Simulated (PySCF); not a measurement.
2,3-dihydro-1,4-oxaselenine (C4H6OSe), SMILES C1=C[Se]CCO1. Coordinates come from a B3LYP-D3(BJ)/def2-SVP optimisation. One conformer was computed; it need not be the lowest.

Computed equilibrium geometry at B3LYP-D3(BJ)/def2-SVP (PySCF confirms it by a frequency run) as Cartesian coordinates in Å (one conformer of several):
```xyz
12

C      1.2674    -1.3954    -0.1312
C      1.4114    -0.0890     0.1402
Se    -0.0182     1.1682     0.2621
C     -1.4021    -0.2296     0.1682
C     -1.0088    -1.3090    -0.8329
O      0.1268    -2.0635    -0.4390
H      2.1240    -2.0751    -0.1036
H      2.4030     0.3041     0.3678
H     -2.3342     0.2623    -0.1436
H     -1.5440    -0.6633     1.1683
H     -0.8288    -0.8560    -1.8239
H     -1.8216    -2.0450    -0.9312
```
